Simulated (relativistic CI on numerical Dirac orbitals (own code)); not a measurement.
La⁵⁰⁺: sensitivity of the levels to the model

Base calculation: Dirac-Coulomb-Breit CI, orbitals from a KLI potential per configuration, a model potential for QED, unscaled Slater integrals.

Configurations in the expansion (outside the closed core 1s2): 2s2 2p3, 2s 2p4, 2p5, 2p4 3s, 2p4 3p, 2p4 3d, 2s2 2p2 3s, 2s2 2p2 3p, 2s2 2p2 3d, 2s 2p3 3s, 2s 2p3 3p, 2s 2p3 3d, 2s2 2p2 4s, 2s2 2p2 4p, 2s2 2p2 4d, 2s2 2p2 4f. Levels of other configurations are missing.

Variants: (1) Breit term removed; (2) configuration mixing switched off. Shifts of the energy above 2s2 2p3 2P°_3/2, in eV, for the lowest level and the first level of each name with at least 55 % of one term (blank where a level changes its place among those of its configuration and J or its character, or is not in the variant):

```
             Level     Base    Δ(1)   Δ(2)
   2s2 2p3 2P°_3/2     0.00    0.00   0.00
   2s2 2p3 2D°_5/2   435.17  +10.41  -1.42
   2s2 2p3 2P°_1/2   469.23   +4.83  +1.54
     2s 2p4 4P_5/2   649.49   +1.83  -1.64
     2s 2p4 2S_1/2   724.25   -2.61  -1.61
     2s 2p4 4P_3/2  1084.74   +5.39  -1.67
     2s 2p4 2D_5/2  1119.36   +9.74  -1.43
     2s 2p4 2P_1/2  1160.29   +5.28  -1.27
       2p5 2P°_3/2  1432.44   -0.57  -6.75
       2p5 2P°_1/2  1868.96   +5.67  -4.30
 2s2 2p2 3s 4P_3/2  5550.91  +11.95  +1.43
 2s2 2p2 3s 2P_1/2  5558.73  +11.94  +1.08
 2s2 2p2 3s 2D_5/2  5568.69  +15.74  +1.00
 2s2 2p2 3s 2D_3/2  5573.56  +15.21  +1.25
2s2 2p2 3p 4D°_3/2  5627.35  +10.93  +0.77
2s2 2p2 3p 2F°_7/2  5766.65  +16.27  +0.42
2s2 2p2 3p 2D°_5/2  5788.58               
 2s2 2p2 3d 4D_1/2  5831.24  +11.45  -0.13
 2s2 2p2 3d 2G_9/2  5876.43  +17.71  -0.45
 2s2 2p2 3d 2F_7/2  5896.93  +17.64  -0.01
 2s2 2p2 3d 2P_1/2  5903.53  +16.07  +0.37
```

At this charge energies of transitions that change n are usually good to better than 1 %, and those within a shell (Δn = 0) to a few per cent.

Ionisation energy from the two ground configurations alone: base 9435.85 eV; Breit term removed 9442.81 eV. The NIST ASD value (theoretical) is 9437 eV.

LS names give the leading component of a level, which can be under half, so a name can repeat, a term be missing and a line seem to break the LS rules.
